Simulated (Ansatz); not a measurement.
Geometry optimisation, RKS PBE/def2-mTZVP (Ansatz).

input.yaml

```yaml
crystal:
  periodic: [false, false, false]
  atoms:
    - { symbol: B, position_ang: [-1.7977, 0.8161, 0.1461] }
    - { symbol: S, position_ang: [-1.3903, -0.8039, 0.8854] }
    - { symbol: Al, position_ang: [0.7948, -0.3421, 0.7178] }
    - { symbol: "N", position_ang: [1.8552, -0.7777, -0.8662] }
    - { symbol: H, position_ang: [-2.0097, 1.7924, 0.8144] }
    - { symbol: H, position_ang: [-1.9662, 0.9824, -1.0373] }
    - { symbol: H, position_ang: [1.6091, 0.3771, 1.9453] }
    - { symbol: H, position_ang: [1.6997, -1.7984, -1.0151] }
    - { symbol: H, position_ang: [1.2935, -0.2922, -1.6075] }
basis:
  gaussian: { orbitals: def2-mTZVP }
hamiltonian:
  xc: pbe
relax:
  f_tol: 0.02
  max_steps: 50
```

Command:

```bash
$ ansatz run input.yaml --threads 2 --pin off --max-ram 3072MiB --backend cpu --events-out ev --progress --plain --runs-dir out
```

**Question.** Where does it end, and by what steps?

**Answer.** The run converged. The force dipped under the threshold on the way, but the program's further checks kept it going. After 28 steps the energy has fallen by 1.374 eV; S2 moved furthest, 1.44 Å.

```tsv
step	energy less start (eV)	largest force component (eV/Å)	accepted
0	0.0000	1.747	yes
1	-0.1615	1.193	yes
2	-0.3039	1.184	yes
3	-0.3919	0.990	yes
4	-0.5245	0.497	yes
5	-0.6346	0.653	yes
6	-0.7498	0.558	yes
7	-0.8165	0.473	yes
8	-0.8753	1.843	yes
9	-1.0175	0.952	yes
10	-1.1173	0.618	yes
11	-1.0972	1.425	no
12	-1.1688	0.554	yes
13	-1.2212	0.461	yes
14	-1.2815	0.311	yes
15	-1.3264	0.334	yes
16	-1.3533	0.147	yes
17	-1.3614	0.077	yes
18	-1.3610	0.382	no
19	-1.3660	0.104	yes
20	-1.3665	0.111	yes
21	-1.3716	0.056	yes
22	-1.3724	0.039	yes
23	-1.3729	0.085	yes
24	-1.3732	0.076	yes
25	-1.3738	0.029	yes
26	-1.3738	0.032	yes
27	-1.3741	0.015	yes
28	-1.3742	0.016	yes
```

```xyz
9
Properties=species:S:1:pos:R:3
B -1.804 0.874 0.025
S -1.033 0.409 1.574
Al 0.916 -0.471 0.903
N 1.316 -0.621 -0.821
H -2.888 1.381 0.096
H -1.282 0.702 -1.042
H 1.941 -0.970 2.009
H 2.192 -1.017 -1.158
H 0.730 -0.334 -1.603
```

Whether the end is a true minimum wasn't checked by a vibrational analysis.

Time of the run: 54 s on 2 threads of Arm Neoverse V1, with other jobs on the host, peak memory 0.15 GiB.
